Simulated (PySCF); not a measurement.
C₃H₈FNSi, SMILES [Si@@H](C=C)(F)NC.

The structure is a stationary point at PBE-D3(BJ)/def2-SVP. The structure was generated by enumeration; whether it is a known compound was not checked. Other conformers were not sampled.

Level of theory: PBE-D3(BJ)/def2-SVP in PySCF 2.14.0.

Frequencies are harmonic and unscaled.

Computed harmonic wavenumbers and intensities:
| mode | ν (cm⁻¹) | IR (km/mol) | moving atoms (share of kinetic energy) |
|---|---|---|---|
| 1 | 72 | 0.2 | C 53 %, H 31 %, Si 9 % |
| 2 | 88 | 1.4 | C 38 %, H 27 %, N 16 %, F 12 % |
| 3 | 142 | 1.5 | H 85 %, C 10 % |
| 4 | 162 | 1.2 | H 31 %, C 28 %, F 26 %, N 9 % |
| 5 | 185 | 2.2 | H 33 %, F 27 %, C 24 %, N 9 % |
| 6 | 297 | 2.3 | C 34 %, N 27 %, H 23 %, Si 8 % |
| 7 | 303 | 10.8 | F 24 %, N 23 %, H 22 %, C 15 %, Si 15 % |
| 8 | 395 | 15.2 | H 36 %, C 30 %, Si 21 %, F 9 % |
| 9 | 475 | 86.7 | H 80 %, N 12 % |
| 10 | 519 | 28.0 | H 48 %, C 38 % |
| 11 | 658 | 20.8 | C 41 %, H 32 %, Si 21 % |
| 12 | 754 | 32.6 | H 37 %, N 24 %, F 19 %, Si 16 % |
| 13 | 800 | 227.7 | H 53 %, Si 34 %, C 11 % |
| 14 | 825 | 14.3 | H 56 %, F 22 %, Si 12 %, N 8 % |
| 15 | 879 | 141.5 | H 48 %, Si 33 %, F 16 % |
| 16 | 962 | 21.7 | H 72 %, C 28 % |
| 17 | 973 | 21.7 | H 80 %, C 15 % |
| 18 | 1010 | 14.3 | H 94 % |
| 19 | 1061 | 29.4 | H 81 %, C 12 % |
| 20 | 1102 | 0.1 | H 76 %, C 19 % |
| 21 | 1139 | 125.1 | N 42 %, C 34 %, H 22 % |
| 22 | 1230 | 1.5 | H 71 %, C 28 % |
| 23 | 1354 | 82.6 | H 64 %, N 24 %, C 10 % |
| 24 | 1366 | 17.5 | H 85 %, C 15 % |
| 25 | 1399 | 15.6 | H 86 %, C 14 % |
| 26 | 1413 | 5.6 | H 96 % |
| 27 | 1450 | 6.5 | H 95 % |
| 28 | 1620 | 11.0 | C 87 %, H 13 % |
| 29 | 2189 | 123.7 | H 97 % |
| 30 | 2924 | 98.6 | H 97 % |
| 31 | 2990 | 37.4 | H 91 %, C 9 % |
| 32 | 3044 | 15.8 | H 91 %, C 9 % |
| 33 | 3050 | 14.3 | H 95 % |
| 34 | 3071 | 4.4 | H 92 %, C 8 % |
| 35 | 3148 | 5.1 | H 89 %, C 11 % |
| 36 | 3511 | 17.5 | H 93 % |
